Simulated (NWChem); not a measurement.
System: C₂H₅BO₂; SMILES OB(O)C=C

```xyz
10

B     -0.0110    -0.5075     0.0006
C     -0.6704     0.9138     0.0022
C      0.0526     2.0406    -0.0017
H     -1.7653     1.0103     0.0061
H     -0.4048     3.0360    -0.0010
H      1.1473     2.0011    -0.0056
O      1.3450    -0.6086     0.0009
H      1.6273    -1.5296    -0.0007
O     -0.7394    -1.6656    -0.0013
H     -1.6881    -1.5134    -0.0017
```
Atoms are numbered in this order, from 1.

Results from NWChem. Medium grid unless said otherwise, to which SCAN and Minnesota functionals are sensitive. All runs use the structure optimised with PBE0/def2-SVP.

### Question
Among these, which level gives the lowest value of “orbital gap (eV)”?
A) LDA (Slater exchange, VWN5)/def2-TZVP
B) PW6B95/def2-TZVP
C) r2SCAN/def2-TZVP
D) B3LYP/def2-TZVP

### Answer
A, LDA (Slater exchange, VWN5)/def2-TZVP. Values: LDA (Slater exchange, VWN5)/def2-TZVP 4.98; r2SCAN/def2-TZVP 5.45; B3LYP/def2-TZVP 6.68; PW6B95/def2-TZVP 7.30
